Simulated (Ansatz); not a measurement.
Born–Oppenheimer molecular dynamics of a periodic cell of 40 atoms, BH$_{4}$C$_{2}$F$_{3}$ (contents 4 C2H4 + 4 BF3, density as packed 1.29 g/cm³ with natural masses). It starts from a partly relaxed structure (largest force component 0.20 eV/Å).

Method: DFT PBE-D3(BJ), scalar-relativistic, plane waves, PAW in Ansatz. Settings: cutoff 420 eV, k mesh 1x1x1, fermi-dirac smearing 0.05 eV, no spin polarisation.

```
ensemble        : NVT, Langevin thermostat
time step       : 0.75 fs
steps asked     : 280
set temperature : 400 K
friction        : 0.02 /fs
seed            : 898026
```

First frame:

```xyz
40
Lattice="7.8987 0.0000 0.0000 0.0000 7.8987 0.0000 0.0000 0.0000 7.8987" Properties=species:S:1:pos:R:3
C 4.119 3.095 1.379
C 4.403 4.387 1.224
H 4.732 2.454 2.013
H 3.243 2.627 0.924
H 5.259 4.854 1.712
H 3.773 5.024 0.604
C 1.291 5.665 7.560
C 1.627 6.591 8.456
H 1.042 4.643 7.851
H 1.223 5.896 6.496
H 1.668 6.372 9.525
H 1.872 7.614 8.165
C 3.092 0.919 3.958
C 2.898 0.219 5.074
H 3.233 0.434 2.988
H 3.168 2.006 3.967
H 2.872 -0.869 5.078
H 2.745 0.712 6.037
C 7.721 1.964 0.686
C 7.807 1.785 -0.628
H 7.206 2.824 1.105
H 8.185 1.274 1.393
H 7.362 2.481 -1.337
H 8.359 0.954 -1.062
B 6.541 7.371 3.851
F 6.326 8.594 3.410
F 7.725 7.040 4.343
F 5.585 6.450 3.791
B 5.294 4.316 5.534
F 4.144 4.835 5.920
F 5.335 3.371 4.611
F 6.429 4.723 6.092
B 5.628 7.578 0.005
F 4.554 8.216 0.446
F 6.404 6.941 0.862
F 5.855 7.513 -1.296
B 0.811 4.067 3.649
F 1.907 4.726 3.979
F -0.008 4.562 2.732
F 0.522 2.918 4.231
```

Task: What does the run give?

Result: The run went to its last step.

```
steps done                                               : 280
time covered                                             : 210 fs
mean temperature over the second half                    : 347 K
spread of the potential energy over the second half      : 3.4 meV per atom
mean potential energy of the second half above the start : 35.3 meV per atom
```

The mean temperature of the second half is 13 % below the set value. A run of 0.21 ps of so small a system gives no equilibrium averages. Limits of this set-up: coarse k mesh.

Task: What happens to the structure?

Result: Mean squared displacements from the first frame to the last, about the centre of mass: C 0.41 Å², H 1.97 Å², B 0.05 Å², F 0.27 Å². Another seed would give other details.

Task: How do temperature and energy run in time?

Result: 
| time (fs) | T (K) | potential energy less start (eV) |
| --- | --- | --- |
| 0.0 | 390 | 0.000 |
| 10.5 | 320 | 0.782 |
| 21.0 | 325 | 0.940 |
| 31.5 | 318 | 1.394 |
| 42.0 | 301 | 1.281 |
| 52.5 | 250 | 1.340 |
| 63.0 | 290 | 1.126 |
| 73.5 | 286 | 1.171 |
| 84.0 | 379 | 1.149 |
| 94.5 | 344 | 1.324 |
| 105.0 | 328 | 1.438 |
| 115.5 | 349 | 1.398 |
| 126.0 | 330 | 1.376 |
| 136.5 | 316 | 1.378 |
| 147.0 | 383 | 1.259 |
| 157.5 | 342 | 1.533 |
| 168.0 | 327 | 1.220 |
| 178.5 | 321 | 1.433 |
| 189.0 | 378 | 1.457 |
| 199.5 | 337 | 1.546 |
| 210.0 | 380 | 1.305 |

Run time: 13 min on 1 thread of Arm Neoverse V2, with other jobs on the host, peak memory 0.5 GiB.
